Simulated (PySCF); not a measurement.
SMILES CCC[SiH2]C(F)(F)F (C₄H₉F₃Si), singlet at its GFN2-xTB optimised geometry (Å):

```
17

C      2.1376    -0.5260     0.8483
C      1.2768    -1.1241    -0.2545
C     -0.2162    -0.8747    -0.0323
Si    -0.7048     0.9562     0.0000
C     -2.6529     0.9562     0.0000
F     -3.1691     2.2016     0.0000
F     -3.1810     0.3348    -1.0757
F     -3.1768     0.3370     1.0794
H      3.1810    -0.7971     0.7053
H      2.0622     0.5587     0.8481
H      1.8193    -0.8927     1.8215
H      1.4528    -2.2016    -0.2980
H      1.5774    -0.7029    -1.2154
H     -0.7767    -1.3812    -0.8240
H     -0.5163    -1.3494     0.9066
H     -0.3428     1.6950    -1.2098
H     -0.3682     1.6892     1.2207
```

Level of theory: PySCF with PBE0/def2-SVP. Cells within 0.4 Å of a nucleus heavier than hydrogen are left out (blank, or x).

Map of the Laplacian of the electron density (e/bohr⁵), clipped to [-1.50, 1.50] on the plane z = 0.0 Å:

```
|2222222222222222222222222|
|2222222222222222222222222|
|2222222222222222222222222|
|2222222222222222222222222|
|2222222222222222222222222|
|2222333222222222222222222|
|2223676322222222222222222|
|22236x2422222222222222222|
|22236x4433322222222222222|
|2223444123993222222222222|
|222233xx16xx5222222222222|
|2222343223992223332222222|
|2222333333212333333222222|
|2222233223301333233322222|
|22222222233xx00x133322222|
|222222222332222x333222222|
|2222222222333331332222222|
|2222222222222331322222222|
|2222222222222223222222222|
|2222222222222222222222222|
|2222222222222222222222222|
|2222222222222222222222222|
|2222222222222222222222222|
|2222222222222222222222222|
|2222222222222222222222222|
```
Scale: ten equal steps from -0.578 (start of '0') to 1.50 (end of '9'), in the order '0123456789'; x runs from -5.50 to 5.50, y from -5.50 (bottom) to 5.50 (top).
